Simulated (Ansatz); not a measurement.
Relaxation of Hg4S3 with RKS r2SCAN-D4/def2-SVP.

```sh
$ ansatz run in.yaml --threads 4 --pin off --events-out ev --progress --plain --max-ram 4787MiB
```

```yaml
crystal:
  periodic: [false, false, false]
  atoms:
    - {symbol: Hg, position_ang: [0.394890, -0.751010, -1.883780]}
    - {symbol: Hg, position_ang: [-1.877970, -1.814170, -0.878340]}
    - {symbol: Hg, position_ang: [-0.895230, 1.486360, 2.136400]}
    - {symbol: Hg, position_ang: [1.127150, 1.697170, 0.355800]}
    - {symbol: S, position_ang: [0.876290, 1.695860, -2.137490]}
    - {symbol: S, position_ang: [1.091870, -1.019940, 0.758940]}
    - {symbol: S, position_ang: [-0.716990, -1.294280, 1.648480]}
basis:
  gaussian: {orbitals: def2-SVP}
hamiltonian: {xc: r2scan, dispersion: d4}
scf: {lower_state_search: "off"}
output: {orbitals: {seedname: orbitals}}
relax: {f_tol: 0.02, max_steps: 100}
```

It took 57 s on 4 threads of Arm Neoverse V2 on a shared host.

Positions (Å) and forces (eV/Å) at steps 1, 2, 3, 4, 5, 7, 10 of 10:

```xyz
7
step=1 energy=-49209.7183 eV
Hg    0.395   -0.751   -1.884    0.421    0.747   -0.295
Hg   -1.878   -1.814   -0.878   -0.516   -0.347    0.060
Hg   -0.895    1.486    2.136   -0.381    0.116    0.487
Hg    1.127    1.697    0.356    0.235    0.120   -0.864
S     0.876    1.696   -2.137    0.180    0.086   -0.158
S     1.092   -1.020    0.759   -0.064   -0.503    0.571
S    -0.717   -1.294    1.648    0.126   -0.219    0.199
7
step=2 energy=-49209.9897 eV
Hg    0.425   -0.590   -1.870   -0.043    0.041    0.018
Hg   -1.901   -1.852   -0.858    0.015   -0.059   -0.018
Hg   -0.911    1.476    2.183    0.037    0.015    0.051
Hg    1.100    1.669    0.196   -0.057   -0.006   -0.024
S     0.955    1.804   -2.283    0.153    0.005   -0.057
S     1.077   -1.134    0.889   -0.369    0.097    0.016
S    -0.746   -1.373    1.744    0.265   -0.093    0.015
7
step=3 energy=-49210.0138 eV
Hg    0.419   -0.563   -1.877   -0.105   -0.005    0.011
Hg   -1.890   -1.884   -0.853    0.022   -0.027   -0.025
Hg   -0.892    1.469    2.212    0.036    0.018    0.017
Hg    1.088    1.676    0.172   -0.098    0.022    0.036
S     0.999    1.817   -2.311    0.138   -0.021   -0.023
S     1.032   -1.117    0.885   -0.080    0.055   -0.033
S    -0.755   -1.396    1.772    0.087   -0.042    0.017
7
step=4 energy=-49210.0348 eV
Hg    0.380   -0.537   -1.890   -0.095    0.014   -0.001
Hg   -1.884   -1.939   -0.850    0.037    0.015   -0.013
Hg   -0.871    1.466    2.264    0.033    0.001   -0.026
Hg    1.047    1.699    0.155   -0.091    0.030    0.012
S     1.089    1.812   -2.336    0.071   -0.073    0.058
S     0.995   -1.089    0.866    0.097    0.029   -0.064
S    -0.756   -1.412    1.790   -0.052   -0.017    0.034
7
step=5 energy=-49210.0362 eV
Hg    0.267   -0.491   -1.917   -0.068   -0.227    0.038
Hg   -1.897   -1.939   -0.817    0.052    0.027    0.055
Hg   -0.891    1.439    2.273    0.023   -0.069   -0.033
Hg    0.937    1.758    0.140   -0.002   -0.006    0.240
S     1.260    1.719   -2.290    0.111    0.278   -0.341
S     1.017   -1.045    0.812   -0.042    0.002    0.010
S    -0.692   -1.440    1.799   -0.073   -0.006    0.030
7
step=7 energy=-49210.0506 eV
Hg    0.296   -0.505   -1.920    0.006    0.025    0.048
Hg   -1.888   -1.931   -0.807    0.028    0.019    0.017
Hg   -0.888    1.426    2.264    0.015   -0.025   -0.024
Hg    0.968    1.752    0.145   -0.016   -0.048   -0.020
S     1.227    1.766   -2.330   -0.007   -0.016    0.020
S     1.004   -1.066    0.839   -0.006    0.038   -0.040
S    -0.718   -1.442    1.810   -0.021    0.008   -0.001
7
step=10 energy=-49210.0519 eV
Hg    0.293   -0.499   -1.913   -0.001    0.007   -0.003
Hg   -1.888   -1.910   -0.790    0.004    0.001    0.002
Hg   -0.900    1.410    2.246    0.003   -0.003   -0.002
Hg    0.961    1.746    0.141   -0.002    0.003   -0.007
S     1.238    1.763   -2.330   -0.002   -0.005    0.006
S     1.006   -1.061    0.832    0.012   -0.003    0.000
S    -0.709   -1.448    1.814   -0.014    0.001    0.003
```

In the def2 sets Hg takes a core potential; there is no spin–orbit coupling. Another isomer (singlet) lies 1.82 eV lower at PBE0-D4/def2-TZVP; other spin states weren't run for this one.
